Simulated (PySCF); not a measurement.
**NMR problem set**

Non-relativistic Hamiltonian, one averaged value for each set of equivalent atoms, in vacuum, single conformer. Shieldings: GIAO PBE0/pcSseg-1; J couplings at B3LYP/pcJ-1 (spin–dipole term left out of most H,H and C,H couplings); structure optimised with PBE0-D3(BJ)/def2-SVP; PySCF.

δ = σ(ref) − σ, references computed at the same level: 1H (σref 31.27) and 13C (σref 184.41) against TMS. Multiplet labels drop J under 1 Hz and among equivalent protons, and merge close values. Unscaled 3J(H,H) run several per cent high. Vicinal couplings that depend on rotamer populations or ring flexing (ring, CH–CH, X–H and H–F types) are those of the one conformer. One-bond C–F couplings are unscaled and too large by tens of Hz. Shifts are as computed. Against solution values, carbons near 30 ppm lie about +2 ppm off and those near 130 ppm about +5 ppm. Of 1313 compounds with measured shifts, 239 miss one by over three times the rms of a fit or turn the order of signals round; such compounds aren't used in these exercises. OH and NH positions are gas-phase values without hydrogen bonding to other molecules.

Problem. C2H4F3N. 1H NMR (400 MHz, computed): δ 3.08 (q, J = 9.0 Hz, 2H), 0.37 (br s, 2H). 13C{1H} NMR (computed): δ 130.5 (q, J = 342.8 Hz), 48.0 (q, J = 35.4 Hz). Identify the compound.

Solution. 2,2,2-Trifluoroethylamine (FC(CN)(F)F). The formula gives 0 degrees of unsaturation. 2 carbon signals for 2 carbons: no two carbons are equivalent. Carbon types of the structure: 1 × C, 1 × CH2, leaving 2 H on heteroatoms. δC 130.5: CF3 carbon; 3 electronegative neighbours deshield it. δC 48.0: sp3 CH2 bonded to N; the inductive effect lowers its shielding. δH 3.08: hydrogen on an sp3 CH2 bonded to N; its carbon carries N, hence the downfield position. δH 0.37: hydrogen on an amine nitrogen; exchangeable; this is the value without hydrogen bonding to other molecules.

The shifts were computed for this structure.

Problem. C8H7F3O. 1H NMR (400 MHz, computed): δ 6.88 (ddd, J = 11.7, 2.9, 2.0 Hz, 1H), 6.26 (ddd, J = 11.7, 4.0, 1.0 Hz, 1H), 3.20 (m, 1H), 2.42 (m, 1H), 2.29 (m, 1H), 2.25 (m, 1H), 1.78 (m, 1H). 13C{1H} NMR (computed): δ 197.5, 161.8 (ddd, J = 367.7, 350.7, 44.2 Hz), 157.4 (d, J = 1.5 Hz), 140.0, 136.5 (ddd, J = 308.2, 52.6, 17.3 Hz), 39.1, 37.3 (dd, J = 21.5, 1.8 Hz), 28.5. Give a structure.

Solution. SMILES O=C1C=C[C@H](C(F)=C(F)F)CC1. Rings plus π bonds: 4 (1 ring in the answer). 8 carbon signals for 8 carbons: no two carbons are equivalent. Carbon types of the structure: 3 × C, 3 × CH, 2 × CH2, which accounts for all hydrogens. δC 197.5: ketone carbonyl carbon; the double bond to the heteroatom, with no lone-pair donor beside it, deshields it most. δC 161.8, 136.5: fully substituted alkene carbon; as expected for a trigonal carbon in a double bond. δC 157.4: β carbon of a C=C–C=O unit; conjugation with the carbonyl draws π density from the β position. δC 140.0: α carbon of a C=C–C=O unit; an sp2 carbon of a C=C bond. The protons at 6.26 and 6.88 share a coupling of 11.7 Hz (vicinal, cis across C=C).

This is the structure that produced the data.
